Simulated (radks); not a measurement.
The beryllium ion Be2+ inside a hard spherical wall (all orbitals vanish at R), configuration held at [He] and not refilled when levels cross. Calculated with a radial shooting solver on a logarithmic mesh with Libxc functionals: non-relativistic Kohn-Sham, PBEsol, spin-polarised, spherical densities, point nucleus. Eigenvalues in eV for spin up, with the zero of energy where the potential of the charges vanishes at infinity; a dash marks a level that is unbound or too diffuse for the functional's potential to be trusted. A positive occupied level is held by the wall or, in an anion where self-interaction has pushed it up, behind a barrier. The pressure on the wall is -dE/dV.

R (bohr)	E (hartree)	kinetic (hartree)	e(1s)	e(2s, empty)	e(2p, empty)	pressure (GPa)
free	-13.53351	13.479	-131.37	-	-	0
20	-13.53351	13.479	-131.37	-	-	< 0.0001
15	-13.53351	13.479	-131.37	-	-	< 0.0001
10	-13.53351	13.479	-131.37	-	-	< 0.0001
6	-13.53351	13.479	-131.37	-	-	< 0.0001
3	-13.53349	13.479	-131.37	-15.271	-12.779	0.0229
2.5	-13.53324	13.483	-131.35	-8.120	-7.927	0.563
1.5	-13.46995	13.917	-129.27	63.903	33.641	348
